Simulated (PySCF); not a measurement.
C3H7NOSi, SMILES C#C[Si@H](N)OC.

Geometry: B3LYP-D3(BJ)/def2-SVP. The structure was generated by enumeration; whether it is a known compound was not checked. Other conformers were not sampled.

Two levels are set side by side: PBE/def2-TZVP (PySCF) and M06-2X/def2-TZVP (PySCF). Same geometry, gas phase. Differences are taken from unrounded values.

```json
[
 {"quantity": "orbital gap (eV)", "M06-2X": "9.93", "PBE": "5.30", "PBE minus M06-2X": "-4.64"},
 {"quantity": "highest occupied level (eV)", "M06-2X": "-9.22", "PBE": "-6.36", "PBE minus M06-2X": "2.86"},
 {"quantity": "lowest empty level (eV)", "M06-2X": "0.72", "PBE": "-1.06", "PBE minus M06-2X": "-1.78"},
 {"quantity": "dipole moment (D)", "M06-2X": "0.45", "PBE": "0.52", "PBE minus M06-2X": "0.07"},
 {"quantity": "mean polarisability (bohr³)", "M06-2X": "66.8", "PBE": "71.0", "PBE minus M06-2X": "4.3"}
]
```

PBE's occupied levels lie high since its potential decays too fast outside the molecule; exact exchange lowers them and widens the gap. Loosely held outer electrons make PBE densities more polarisable. Differences between two approximate levels are no errors against the true value.

Rough cost on one machine, each run with all the roots and properties that it gave: M06-2X against PBE about 5 times.
